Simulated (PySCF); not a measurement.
## ReF: one state, many levels of theory

State: ⁷Σ⁺ (septet), unpaired electrons σ ↑↑, π ↑↑, δ ↑↑. Set-up: basis Re def2-TZVPP with ECP60, F def2-TZVPP; scalar-relativistic core potentials; PySCF 2.14. De refers to Re (5d5 6s2) + F in their high-spin ground configurations, without counterpoise correction. The functionals are run spin-unrestricted. A positive dipole means Re(−)F(+).

```tsv
Level	Re (Å)	ωe (cm⁻¹)	De (eV)	μ (D)	CPU s a point (SCF and correlation, without the integrals)
UHF	2.004	534	n/a	-2.38	1.1
UHF-MP2	1.983	552	n/a	n/a	1.9
UHF-SCS-MP2	1.989	547	n/a	n/a	n/a
PBE	1.997	520	4.40	-1.50	0.87
PW91	1.996	522	4.44	-1.50	0.62
r²SCAN	1.988	538	4.49	-1.69	1.2
B3LYP	2.000	524	3.75	-1.85	1.8
PBE0	1.983	540	4.12	-1.76	2.3
MN15	1.972	554	3.88	-1.76	2
ωB97X-V	1.981	547	3.93	-1.62	7.2
B2PLYP	1.994	535	3.75	-2.12	1.9
```

The bond length runs from 1.972 Å (MN15) to 2.004 Å (UHF). De spans 3.75 eV (B3LYP, global hybrid GGA) to 4.49 eV (r²SCAN, meta-GGA).

Correlated steps freeze 1 core orbital. The metal atom is held in its measured ground configuration; semilocal functionals can put another filling of s and d lower by some tenths of an eV, and De to that atom would be smaller. These are scalar-relativistic numbers at best; spin–orbit coupling would shift them, the dissociation energy most. B2PLYP dipoles, levels and charges come from its SCF part alone. With d or f electrons several states lie close, and the lowest PBE0 determinant need not be the measured ground state.

The whole job (state search and all levels along the bond) took about 6.9 min on 1 thread of AMD EPYC 7R43 64-Core (shared host), peak memory 2.5 GiB.
